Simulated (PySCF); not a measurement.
Precursor series Y F-NH2. All species are isolated molecules in the gas phase. One relaxed conformer stands for each flexible species; it need not be the lowest.

Computed with PySCF with PBE-D3(BJ)/def2-TZVP // r2SCAN-D4/def2-SVP. All candidates: neutral, multiplicity 1. 

```json
{
  "HOMO–LUMO gap": "3.17 eV",
  "HOMO": "-5.38 eV",
  "LUMO": "-2.21 eV"
}
```

Q: Name which member has these values.
A. [Y(F)(NH2)2]
B. [Y(F)3]
C. [Y(F)2(NH2)]

A: A, [Y(F)(NH2)2]. The others give [Y(F)2(NH2)]: 3.19 eV, -5.83 eV, -2.64 eV; [Y(F)3]: 5.41 eV, -8.56 eV, -3.15 eV
